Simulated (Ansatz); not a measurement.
`C[SiH2][SiH2][TeH]` + H–F → `C[SiH2][SiH2]F` + H₂Te at 400 K and 1 bar (ligand exchange at the Si–Te bond).

Program: Ansatz. Geometries: PBE0-D4/def2-TZVP. ΔE: electronic, gas phase. CBS: MP2 limit from def2 TZ/QZ plus the TZ coupled-cluster correction, frozen cores. This one scheme is used for every species. def2 core potentials past Kr. For Te outer-core shells are correlated without core-valence functions, which leaves a few kJ/mol of doubt a bond. One conformer a species, not always the lowest.

```csv
species,CCSD(T)/CBS energy (Eh),H − E (kJ/mol),S (J/(mol·K))
`C[SiH2][SiH2][TeH]`,-888.77366,244.5,438.9
H–F,-100.39570,36.5,182.2
`C[SiH2][SiH2]F`,-720.27653,227.3,386.6
H₂Te,-268.91024,45.0,239.1
```

H − E and S are ideal-gas, rigid-rotor, harmonic terms from PBE0-D4/def2-TZVP, for one conformer and one mirror image of each species. 1 Eh = 2625.50 kJ/mol, R = 8.31446 J/(mol·K).

Q: By hand: ΔE, ΔH, ΔS and ΔG.

A: ΔE = (-720.27653) + (-268.91024) − (-888.77366) − (-100.39570) = -0.01741 Eh = -45.7 kJ/mol. Δ(H − E) = 227.3 + 45.0 − 244.5 − 36.5 = -8.7, so ΔH = -54.4 kJ/mol. ΔS = 386.6 + 239.1 − 438.9 − 182.2 = 4.6 J/(mol·K). ΔG = -54.4 − 400 × (4.6)/1000 = -56.2 kJ/mol.

Q: By hand: the equilibrium constant, and the temperature at which ΔG would vanish if ΔH and ΔS stayed fixed.

A: log₁₀ K = −ΔG/(RT ln 10) = 7.3. ΔH and −TΔS have one sign here, so there is no such temperature. One of them is within its doubt of zero, so this could turn.

The number of gas molecules stays the same, so ΔS is small and ΔH decides. A doubt of 5 kJ/mol in ΔE shifts log₁₀ K by 0.7 here. Other conformers and mirror images would add mixing entropy, several J/(mol·K) or more a flexible species. Modes under 60 cm⁻¹, often nearly free rotors, make the harmonic entropy too high. These are equilibria of isolated gas molecules and say nothing of rates. Largest T1 diagnostic: 0.012 (customary marks: 0.02 for closed shells, 0.045 for open ones).
